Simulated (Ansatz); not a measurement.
CH5FNOSi (`CO[Si](N)F`) radical, relaxed with UKS PBE0-D4/def2-TZVP in Ansatz from a GFN2-xTB geometry. The force threshold is 0.005 eV/Å; the program also tests the step.

Total charge 0; spin multiplicity 2.

Start:

```xyz
10

C     0.540    0.644    1.446
O    -0.196    1.109    0.335
Si   -0.259    0.483   -1.148
N    -0.919   -1.113   -1.218
F     1.253    0.208   -1.685
H     1.591    0.511    1.185
H     0.449    1.394    2.231
H     0.135   -0.308    1.796
H    -1.864   -1.265   -0.902
H    -0.732   -1.663   -2.041
```

**Question.** By how much does the energy fall, and how many steps does the optimiser take? (An estimate is asked.)

**Answer.** Computed: 3.74 kJ/mol, in 15 steps.

**Question.** Which bonds change most? (Best estimate.)

**Answer.** Computed: Si3–F5 from 1.628 to 1.606 Å; O2–Si3 from 1.611 to 1.627 Å; Si3–N4 from 1.729 to 1.716 Å; C1–O2 from 1.412 to 1.418 Å.

**Question.** Give the relaxed structure. (Best estimate.)

**Answer.** Ansatz gave: 
```xyz
10

C     0.524    0.613    1.386
O    -0.081    1.192    0.242
Si   -0.177    0.489   -1.223
N    -0.931   -1.047   -1.094
F     1.280    0.154   -1.808
H     1.609    0.747    1.352
H     0.134    1.122    2.269
H     0.299   -0.455    1.459
H    -1.879   -1.095   -0.754
H    -0.778   -1.720   -1.830
```
